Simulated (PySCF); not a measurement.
**Pt²⁺: ionisation energy**

Pt²⁺ [Xe] 4f14 5d8 [5d3/2^4 5d5/2^4, M_J = 4] → Pt³⁺ [Xe] 4f14 5d7 [5d3/2^4 5d5/2^3, M_J = 9/2], as a difference of total energies. Computed with PySCF 2.14 in x2c-QZVPPall-2c (16s16p12d7f2g, 191 functions), with the two-component X2C-1e Hamiltonian. Correlated levels: [Kr] 4d10 4f14 frozen; the 58 highest virtual spinors dropped. "Screened" scales the spin-orbit matrix elements by Boettger's factors to mimic the two-electron term; Breit and QED terms are absent.

Question: Order these methods by the ionisation energy they give, lowest first.
A. GHF (spin-free)
B. GMP2 (spin-free)
C. GHF (screened spin-orbit)
D. GMP2 (screened spin-orbit)

Answer: C (28.851 eV), A (29.202 eV), D (30.425 eV), B (30.800 eV).

The spin-free rows relax to the high-spin LS determinant and lack the spin-orbit shift.

The labels give the starting determinants; with spin-orbit coupling the two ends relaxed to ⟨J²⟩ = 20.02, ⟨L²⟩ = 12.47, ⟨S²⟩ = 2.10 and ⟨J²⟩ = 24.76, ⟨L²⟩ = 13.31, ⟨S²⟩ = 3.50.

For comparison: 29 ± 1.6 eV (theoretical estimate listed by NIST; NIST Atomic Spectra Database, ionization energies).
